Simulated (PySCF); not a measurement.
**Name the molecule from its bond curve**

A diatomic of charge -1 contains Te. Its doublet curve at r²SCAN in a double-zeta basis (scalar-relativistic core potentials, PySCF), in eV from the separated fragments:

(R (Å), E (eV)): (1.733, -2.561), (1.813, -3.219), (1.894, -3.581), (1.955, -3.713), (2.015, -3.756), (2.075, -3.732), (2.156, -3.623), (2.257, -3.408), (2.378, -3.091), (2.539, -2.655)

The fit gives ωe = 665 cm⁻¹ and the rotational constant Bₑ = 0.3759 cm⁻¹.

Which atom is the partner?

The minimum lies at 2.021 Å, so the reduced mass is 16.8576 u Å² cm⁻¹/(Bₑ·Re²) = 10.98 u. With Te at 129.91 u the partner weighs about 12.0 u: C. The molecule is TeC⁻.

Spin–orbit coupling is left out. The highest Kohn–Sham level is positive in this anion. Much of that is self-interaction error, but it also means that the finite basis helps to hold the extra electron. The state is the lowest determinant that a PBE0 search found; another state may lie lower at other levels.
